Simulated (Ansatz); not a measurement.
Geometry optimisation, UKS PBE0-D4/def2-SVP in Ansatz.

The input (input.yaml):

```yaml
crystal:
  periodic: [false, false, false]
  atoms:
    - { symbol: Ge, position_ang: [0.000227, 0.0, -0.029433] }
    - { symbol: Cl, position_ang: [-0.000392, 0.0, 2.147408] }
    - { symbol: F, position_ang: [1.589015, 0.0, -0.634185] }
    - { symbol: F, position_ang: [-0.793831, 1.375762, -0.635061] }
    - { symbol: F, position_ang: [-0.793831, -1.375762, -0.635061] }
    - { symbol: F, position_ang: [0.000412, 0.0, 4.848131] }
magnetization:
  spin_polarized: true
  initial_magnetization: 1
basis:
  gaussian: { orbitals: def2-SVP }
hamiltonian:
  xc: pbe0
  dispersion: d4
relax:
  f_tol: 0.03
  max_steps: 50
```

Command:

```bash
$ ansatz run input.yaml --threads 4 --pin off --max-ram 5120MiB --backend cpu --events-out ev --progress --plain --runs-dir out
```

Question: Where does it end, and by what steps?

Answer: The forces met the threshold. The force dipped under the threshold on the way, but the program's further checks kept it going. After 6 steps the energy has fallen by 0.070 eV; F6 moved furthest, 0.25 Å.

```json
{"step": "0", "energy less start (eV)": "0.0000", "largest force component (eV/Å)": "1.322", "accepted": "yes"}
{"step": "1", "energy less start (eV)": "-0.0521", "largest force component (eV/Å)": "0.284", "accepted": "yes"}
{"step": "2", "energy less start (eV)": "-0.0536", "largest force component (eV/Å)": "0.031", "accepted": "yes"}
{"step": "3", "energy less start (eV)": "-0.0544", "largest force component (eV/Å)": "0.021", "accepted": "yes"}
{"step": "4", "energy less start (eV)": "-0.0643", "largest force component (eV/Å)": "0.102", "accepted": "yes"}
{"step": "5", "energy less start (eV)": "-0.0684", "largest force component (eV/Å)": "0.161", "accepted": "yes"}
{"step": "6", "energy less start (eV)": "-0.0695", "largest force component (eV/Å)": "0.009", "accepted": "yes"}
```

```xyz
6
Properties=species:S:1:pos:R:3
Ge -0.008 0.000 -0.055
Cl -0.047 0.000 2.041
F 1.593 0.000 -0.642
F -0.788 1.376 -0.692
F -0.788 -1.376 -0.692
F 0.038 0.000 5.100
```

Whether the end is a true minimum wasn't checked by a vibrational analysis.

Time of the run: 110 s on 4 threads of Arm Neoverse V2, with other jobs on the host, peak memory 0.6 GiB.
